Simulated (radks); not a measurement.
The numbers below are computed, except where a source is named.
Problem. The praseodymium ion Pr7+ is in [Kr] 4d10 5s2 5p(1/2: 2, 3/2: 2). Level of theory: Dirac Kohn-Sham, PBE, spin-unpolarised, spherical densities, finite nucleus; Fermi nuclear charge, rms radius of each element as measured or else 0.836 A^(1/3) + 0.57 fm (a radial shooting solver on a logarithmic mesh with Libxc functionals). Sub-shells are occupied by j as written (lower j first in brackets). One electron is removed from 5p1/2, 5p3/2, 4d5/2, 5s1/2 in turn, with full relaxation. Which removal costs least, and what does each cost?

Solution. 5p3/2 111.40 eV; 5p1/2 115.99 eV; 5s1/2 135.36 eV; 4d5/2 229.17 eV. The 5p3/2 electron leaves first.
